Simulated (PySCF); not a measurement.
# Potential energy of RuO along the bond

Set-up: basis Ru def2-TZVPP with ECP28, O def2-TZVPP; scalar-relativistic core potentials; PySCF 2.14. Energies in eV from Ru (4d7 5s1) + O in their ground configurations at the same level. State: ⁵Δ (quintet), unpaired electrons σ ↑, π ↑↑, δ ↑.

All columns are r²SCAN. A positive dipole means Ru(−)O(+).

```json
{"R (Å)": "1.454", "E (eV)": "-3.444", "μ (D)": "-1.43", "Mulliken charge on Ru (basis-dependent)": "0.53", "HOMO (eV)": "-4.95", "LUMO (eV)": "-3.64", "Mayer bond order": "2.19", "⟨S²⟩": "6.00"}
{"R (Å)": "1.522", "E (eV)": "-4.537", "μ (D)": "-2.03", "Mulliken charge on Ru (basis-dependent)": "0.52", "HOMO (eV)": "-5.20", "LUMO (eV)": "-3.55", "Mayer bond order": "2.16", "⟨S²⟩": "6.01"}
{"R (Å)": "1.589", "E (eV)": "-5.143", "μ (D)": "-2.57", "Mulliken charge on Ru (basis-dependent)": "0.51", "HOMO (eV)": "-5.39", "LUMO (eV)": "-3.48", "Mayer bond order": "2.14", "⟨S²⟩": "6.01"}
{"R (Å)": "1.640", "E (eV)": "-5.361", "μ (D)": "-2.95", "Mulliken charge on Ru (basis-dependent)": "0.51", "HOMO (eV)": "-5.35", "LUMO (eV)": "-3.44", "Mayer bond order": "2.12", "⟨S²⟩": "6.01"}
{"R (Å)": "1.691", "E (eV)": "-5.426", "μ (D)": "-3.31", "Mulliken charge on Ru (basis-dependent)": "0.50", "HOMO (eV)": "-5.32", "LUMO (eV)": "-3.50", "Mayer bond order": "2.10", "⟨S²⟩": "6.01"}
{"R (Å)": "1.742", "E (eV)": "-5.375", "μ (D)": "-3.64", "Mulliken charge on Ru (basis-dependent)": "0.50", "HOMO (eV)": "-5.29", "LUMO (eV)": "-3.55", "Mayer bond order": "2.09", "⟨S²⟩": "6.01"}
{"R (Å)": "1.809", "E (eV)": "-5.178", "μ (D)": "-4.05", "Mulliken charge on Ru (basis-dependent)": "0.49", "HOMO (eV)": "-5.26", "LUMO (eV)": "-3.61", "Mayer bond order": "2.07", "⟨S²⟩": "6.01"}
{"R (Å)": "1.894", "E (eV)": "-4.795", "μ (D)": "-4.50", "Mulliken charge on Ru (basis-dependent)": "0.48", "HOMO (eV)": "-5.22", "LUMO (eV)": "-3.67", "Mayer bond order": "2.04", "⟨S²⟩": "6.02"}
{"R (Å)": "1.995", "E (eV)": "-4.228", "μ (D)": "-4.95", "Mulliken charge on Ru (basis-dependent)": "0.48", "HOMO (eV)": "-5.17", "LUMO (eV)": "-3.77", "Mayer bond order": "2.01", "⟨S²⟩": "6.02"}
{"R (Å)": "2.131", "E (eV)": "-3.419", "μ (D)": "-5.40", "Mulliken charge on Ru (basis-dependent)": "0.47", "HOMO (eV)": "-5.11", "LUMO (eV)": "-3.98", "Mayer bond order": "1.96", "⟨S²⟩": "6.02"}
```

A fit through these points gives, at Re = 1.692 Å, μ = -3.32 D and dμ/dR = -6.77 D/Å; the reduced mass is 13.82 u.

Question: How strong is the fundamental in the double-harmonic approximation, I = 42.26·(dμ/dR)²/μred km/mol?

Answer: I = 42.26·(-6.77)²/13.82 = 140 km/mol at r²SCAN.

The metal atom is held in its measured ground configuration; semilocal functionals can put another filling of s and d lower by some tenths of an eV, and De to that atom would be smaller. These are scalar-relativistic numbers at best; spin–orbit coupling would shift them, the dissociation energy most. With d or f electrons several states lie close, and the lowest PBE0 determinant need not be the measured ground state.
